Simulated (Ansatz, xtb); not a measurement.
## Two isomers of C5H7FO

Structure I: `CC1=C(O)C[C@@H]1F`, a singlet. Structure II: `C[C@@H]1C(=O)C[C@@H]1F`, a singlet. Both are isolated molecules in the gas phase, relaxed with B3LYP/def2-SVP; the shapes shown needn't be the lowest conformers.

I (Å):

```xyz
14

C    -0.5584    2.3864   -0.4855
C     0.0140    1.0127   -0.4824
C     0.0972   -0.0077    0.3974
C     0.8568   -0.9530   -0.5067
C     0.6974    0.1968   -1.5506
F     1.8956    0.7054   -2.0309
O    -0.3914   -0.1684    1.6401
H     0.2105    3.1342   -0.7449
H    -0.9695    2.6466    0.5014
H    -1.3687    2.4893   -1.2294
H    -0.0721   -1.0025    2.0079
H     1.9121   -1.1300   -0.2408
H     0.3708   -1.9138   -0.7548
H     0.0865   -0.0693   -2.4325
```

II (Å):

```yaml
atoms:
  - { symbol: C, position_ang: [-1.1782, 0.0814, -1.5548] }
  - { symbol: C, position_ang: [0.2226, 0.1795, -0.9721] }
  - { symbol: C, position_ang: [0.5012, -0.3975, 0.4293] }
  - { symbol: C, position_ang: [1.2950, 0.8552, 0.8413] }
  - { symbol: C, position_ang: [0.7484, 1.5422, -0.4319] }
  - { symbol: F, position_ang: [-0.2932, 2.3976, -0.1247] }
  - { symbol: O, position_ang: [0.1575, -1.3938, 0.9968] }
  - { symbol: H, position_ang: [-1.2337, 0.5532, -2.5484] }
  - { symbol: H, position_ang: [-1.9084, 0.5780, -0.8998] }
  - { symbol: H, position_ang: [-1.4696, -0.9750, -1.6580] }
  - { symbol: H, position_ang: [0.9706, -0.2493, -1.6650] }
  - { symbol: H, position_ang: [2.3846, 0.6882, 0.8355] }
  - { symbol: H, position_ang: [1.0044, 1.3259, 1.7930] }
  - { symbol: H, position_ang: [1.4640, 2.0900, -1.0637] }
```

Quicker runs give these differences E(II) − E(I): GFN2-xTB −0.503 eV; HF/STO-3G −0.983 eV (at GFN2-xTB geometries); r2SCAN-D4/def2-SVP −0.535 eV (at GFN2-xTB geometries).

Q: Estimate E(II) − E(I) at the level CCSD(T)/def2-SVP + ΔMP2/def2-TZVPP.

A: Calculated at CCSD(T)/def2-SVP + ΔMP2/def2-TZVPP: E(II) − E(I) = −0.472 eV, so structure II lies lower.

How the difference moves with the method:

```json
{"level": "GFN2-xTB", "geometry": "GFN2-xTB", "E(II) − E(I) (eV)": "−0.503", "departure from the last row (eV)": "−0.031", "job, with rough time for the two": "optimisation, 0.87 s"}
{"level": "HF/STO-3G", "geometry": "GFN2-xTB", "E(II) − E(I) (eV)": "−0.983", "departure from the last row (eV)": "−0.511", "job, with rough time for the two": "single point, 1.6 s"}
{"level": "r2SCAN-D4/def2-SVP", "geometry": "GFN2-xTB", "E(II) − E(I) (eV)": "−0.535", "departure from the last row (eV)": "−0.062", "job, with rough time for the two": "single point, 11 s"}
{"level": "B3LYP/def2-SVP", "geometry": "B3LYP/def2-SVP", "E(II) − E(I) (eV)": "−0.532", "departure from the last row (eV)": "−0.060", "job, with rough time for the two": "optimisation, 4.7 min"}
{"level": "HF/def2-SVP", "geometry": "B3LYP/def2-SVP", "E(II) − E(I) (eV)": "−0.637", "departure from the last row (eV)": "−0.165", "job, with rough time for the two": "part of the CCSD(T) run"}
{"level": "MP2/def2-SVP", "geometry": "B3LYP/def2-SVP", "E(II) − E(I) (eV)": "−0.601", "departure from the last row (eV)": "−0.128", "job, with rough time for the two": "part of the CCSD(T) run"}
{"level": "CCSD(T)/def2-SVP", "geometry": "B3LYP/def2-SVP", "E(II) − E(I) (eV)": "−0.638", "departure from the last row (eV)": "−0.166", "job, with rough time for the two": "single point"}
{"level": "CCSD(T)/def2-SVP + ΔMP2/def2-TZVPP", "geometry": "B3LYP/def2-SVP", "E(II) − E(I) (eV)": "−0.472", "departure from the last row (eV)": "", "job, with rough time for the two": "single point, 3.2 min"}
```

As drawn, II has 1 C–C, 1 C=O, 1 C–H in place of 1 C=C, 1 C–O, 1 O–H.

None of the levels shown reverses the order. The largest departure from CCSD(T)/def2-SVP + ΔMP2/def2-TZVPP is that of HF/STO-3G, 0.511 eV. The last row adds to CCSD(T) the change of the MP2 difference between the two basis sets, here +0.166 eV, a large step that makes the value less sure.

With thermal terms from frequencies at re-optimised GFN2-xTB minima (ideal gas, soft modes damped towards free rotors, one conformer each, 298.15 K, 1 atm): on the last row, ΔE + ΔZPE = −0.449, ΔH = −0.460, ΔG = −0.441 eV.

The correlated steps freeze 7 core orbitals. Programs: Ansatz 0.2.0, xtb 6.7.1; the last row on 2 threads of Intel(R) Xeon(R) Processor @ 2.50GHz (Skylake/Cascade Lake) on a shared host.
